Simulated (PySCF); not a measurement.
**Deuteron quadrupole couplings in `[SiH3]C[C@@H]1C[C@@H]2C=C[C@H]1C2`**

C8H14Si.
Cartesian coordinates in Å at the GFN2-xTB level; atoms count from 1:
```
atom  x, y, z in Å
Si1    2.9492    0.2908   -0.5888
C2     1.4396   -0.8596   -0.4781
C3     0.3457   -0.3663    0.4617
C4    -0.9027   -1.2779    0.4924
C5    -2.0567   -0.3095    0.1438
C6    -1.8405    0.0768   -1.2969
C7    -0.7711    0.8604   -1.3418
C8    -0.2595    1.0073    0.0670
C9    -1.5794    0.9663    0.8449
H10    4.0124   -0.4043   -1.3179
H11    3.4121    0.6202    0.7621
H12    2.6169    1.5278   -1.2974
H13    1.7672   -1.8441   -0.1340
H14    1.0152   -1.0068   -1.4733
H15    0.7665   -0.2789    1.4683
H16   -1.0541   -1.7161    1.4791
H17   -0.8343   -2.0885   -0.2333
H18   -3.0472   -0.6809    0.3966
H19   -2.4293   -0.2967   -2.1153
H20   -0.2899    1.2822   -2.2057
H21    0.4031    1.8497    0.2516
H22   -2.2182    1.8250    0.6413
H23   -1.4498    0.8501    1.9202
```

Level: PBE0/pcSseg-1 (PySCF, non-relativistic); Q(2H) = 0.00286 b; rigid geometry, the same for H and D, with no vibrational averaging.

Problem. Rank these positions by the coupling χzz of a deuteron there, largest first.
A. H20 (vinylic hydrogen)
B. H13 (methylene hydrogen)
C. H15 (methine hydrogen)
D. H11 (Si–H hydrogen)

Solution. A (230 kHz), B (208 kHz), C (200 kHz), D (109 kHz).

Problem. Give the electric field gradient Vzz (the principal value of largest size), its asymmetry and the 2H coupling at each hydrogen.

Solution. 
```csv
atom,bonded to,bond length (Å),Vzz (au),η,χzz (kHz)
H10,Si1,1.465,0.1630,0.00,110
H11,Si1,1.466,0.1627,0.01,109
H12,Si1,1.464,0.1639,0.01,110
H13,C2,1.093,0.3091,0.02,208
H14,C2,1.092,0.3079,0.02,207
H15,C3,1.095,0.2979,0.02,200
H16,C4,1.090,0.3101,0.00,208
H17,C4,1.090,0.3078,0.01,207
H18,C5,1.088,0.3148,0.01,212
H19,C6,1.075,0.3429,0.04,230
H20,C7,1.075,0.3426,0.04,230
H21,C8,1.088,0.3147,0.00,212
H22,C9,1.089,0.3100,0.01,208
H23,C9,1.089,0.3111,0.01,209
```

Problem. Average by the element that carries the hydrogen.

Solution. on Si: 110 kHz over 3 positions, mean bond length 1.465 Å; on C: 212 kHz over 11 positions, mean bond length 1.088 Å.

Problem. How does χzz go with the bond length over the 11 C–H bonds?

Solution. A straight-line fit has a slope of -14.5 kHz for each 0.01 Å, with a correlation coefficient of -0.99, over lengths from 1.075 to 1.095 Å. The longer bonds have the smaller couplings here.

The structure is a single GFN2-xTB conformer in the gas phase; no vibrational or solvent corrections. GFN2-xTB bond lengths can be off by several hundredths of an ångström, more for odd bonds, and the gradients follow them. These gradients aren't converged with respect to the basis.

The run behind these numbers computed NMR shieldings as well. The run took 39 s of wall time on an Intel Xeon 6975P-C with one thread, shared host with 192 logical CPUs at a one-minute load of 44, and the process peaked at 1.1 GiB of memory.
